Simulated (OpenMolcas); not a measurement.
**Nb3+: moving or changing the point charges**

Nb3+ among 6 point charges of -1.7 e arranged as an octahedron (Oh), 2.22 Å from the ion.
```
   2.2200    0.0000    0.0000  -1.70
   0.0000    2.2200    0.0000  -1.70
  -2.2200    0.0000    0.0000  -1.70
   0.0000   -2.2200    0.0000  -1.70
   0.0000    0.0000    2.2200  -1.70
   0.0000    0.0000   -2.2200  -1.70
```

| Item | Value |
| --- | --- |
| Program | OpenMolcas 26.06 |
| Method | CASSCF |
| Basis | ANO-RCC-VTZP [7s6p4d2f1g] |
| Scalar Hamiltonian | DKH2, point nucleus |
| Active space | 2 electrons in 5 orbitals (4d) |
| State averaging | 2S+1 = 3 even, 10 roots; 2S+1 = 1 even, 15 roots |
| Spin-orbit coupling | RASSI with atomic mean-field integrals over the reference wave functions |

Runs around this geometry, states (labels of O, the rotations of Oh). Energies in cm-1 above the lowest state or level, χT in cm3 K/mol; under a threefold ground state the first gap can be a small split of the lowest multiplet, not the spin-orbit step; 10Dq and B are least-squares fits to the states below 45000 cm-1, weighted by degeneracy, with a free offset, and given where the rms deviation is under 5 % of |10Dq| (or 100 cm-1) and under 700 cm-1.

```tsv
R (Å)	q (e)	Ground state	First state of that spin	10Dq	B (rms of fit)	First gap with spin-orbit (degeneracies)	χT at 300 K	First state of another spin
2.22	-1.1	3T1	3T2 5395	6419	750 (101)	123.0 (2, 3)	0.328	1T2 10845
2.22	-1.7	3T1	3T2 8141	9496	730 (183)	80.8 (2, 3)	0.363	1T2 10602
2.31	-1.7	3T1	3T2 6738	7937	744 (137)	98.9 (2, 3)	0.347	1T2 10812
```

Taking |10Dq| as R^-n, n = -ln(7937 / 9496) / ln(2.31 / 2.22) = 4.5 between the shortest and longest distance. The point-charge formula for a cubic d site gives n = 5.

Scaling the charges by -1.1 / -1.7 = 0.65 scales |10Dq| by 6419 / 9496 = 0.68; with fixed orbitals a first-order splitting would follow the charge.

An orbital triplet at a regular site is open to Jahn-Teller coupling, which can distort the site and quench the lowest spin-orbit gaps and is left out. Without dynamic correlation the repulsion within the d shell is too large (B by tens of per cent), so at a given field states of lower spin stand too high. This field is weak: 10Dq is about 6419 cm-1, while octahedral complexes of 4d ions of charge 3 and more, computed by the same method with explicit ligands, had a median near 25000 cm-1. Ground spin and moment need not be those of a real site (figures for R = 2.22, q = -1.1; the like holds for R = 2.22, q = -1.7, R = 2.31, q = -1.7). This is an electrostatic model: the charges have no orbitals. No measured value stands beside these numbers.
